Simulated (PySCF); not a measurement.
# Er⁶⁶⁺ (erbium, charge +66): Hartree-Fock from Schrödinger to Dirac-Coulomb-Breit

Occupied: 1s1/2. Hartree-Fock calculated with PySCF 2.14 in an uncontracted even-tempered set (16 s from 16 bohr⁻², ratio 2.7; 13 p from 20 bohr⁻², ratio 2.7), Gaussian nucleus throughout. NR is non-relativistic, sf-X2C the spin-free one-electron X2C Hamiltonian, X2C adds the bare one-electron spin-orbit term, X2C-SNSO screens it by Boettger's factors, DC is four-component Dirac-Coulomb, and the Gaunt and Breit terms are added at first order (total energies over the DC spinors, levels after relaxing the spinors in that mean field). QED terms are absent. Levels marked empty are virtual spinors of this ion.

```tsv
level (eV)	NR	sf-X2C	X2C	X2C-SNSO
1s1/2	-61756.8	-66000.0	-66000.0	-66000.0
2s1/2 (empty)	-14997.2	-16293.3	-16293.3	-16293.3
2p1/2 (empty)	-14870.1	-15389.7	-16145.4	-16132.6
2p3/2 (empty)	-14870.1	-15389.7	-15079.5	-15083.9
3s1/2 (empty)	-6616.3	-7073.8	-7073.8	-7073.8
```

Problem. Where do the four-component calculations put these levels?

Solution. 1s1/2: DC -66060.4, DC+Gaunt -65939.6, DC+Breit -65939.6; 2s1/2 (empty): DC -16299.9, DC+Gaunt -16286.3, DC+Breit -16287.9; 2p1/2 (empty): DC -16129.3, DC+Gaunt -16100.7, DC+Breit -16104.8; 2p3/2 (empty): DC -15088.5, DC+Gaunt -15074.5, DC+Breit -15078.6; 3s1/2 (empty): DC -7075.7, DC+Gaunt -7071.9, DC+Breit -7072.4 (eV).

| Hamiltonian | E (hartree) | E − E(DC) (hartree) | CPU seconds |
| --- | --- | --- | --- |
| NR | -4581.3149 | 320.8318 | 0.26 |
| sf-X2C | -4899.9066 | 2.2400 | 0.15 |
| X2C | -4899.9066 | 2.2400 | 0.15 |
| X2C-SNSO | -4899.9066 | 2.2400 | 0.15 |
| DC | -4902.1466 | 0.0000 | 2.5 |
| DC+Gaunt | -4897.6700 | 4.4766 | 4 |
| DC+Breit | -4897.6700 | 4.4766 | 35 |

Weight of the small component: 1s1/2 0.0652, 2s1/2 0.0160, 2p1/2 0.0159, 2p3/2 0.0149, 3s1/2 0.00703.

Koopmans' value for the highest occupied level at DC+Breit: 65939.6 eV, against an ionisation energy of 65848.24 ± 0.12 eV (theoretical estimate listed by NIST; NIST Atomic Spectra Database, ionization energies); the former lacks relaxation, correlation, QED and recoil.

The whole ladder took 43 s of wall time on 1 thread of Neoverse-V1 (shared host), launched as `OMP_NUM_THREADS=1 python relrun2.py TASK.json OUT` (a driver that calls PySCF for each Hamiltonian).
